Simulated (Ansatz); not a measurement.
Ansatz results at the PBE0-D4/def2-TZVP geometry: HOMO energy (PBE0/def2-TZVPP) -7.84 eV; size of the dipole moment (PBE/def2-TZVPP) 1.90 D; HOMO energy (ωB97M-V/def2-TZVPP) -9.99 eV.

Each molecule was computed in one conformer, which needn't be the lowest.

Question: Which molecule gave them?
A. `B1CN1`
B. `C[C@@]1(Cl)C[C@H]1F`
C. `CC1=CB(Cl)C1`
D. `C=C=C(C)BCl`

Answer: D. The others give `B1CN1`: -7.71, 1.25, -10.05; `CC1=CB(Cl)C1`: -7.72, 2.61, -9.86; `C[C@@]1(Cl)C[C@H]1F`: -7.83, 1.07, -10.10.
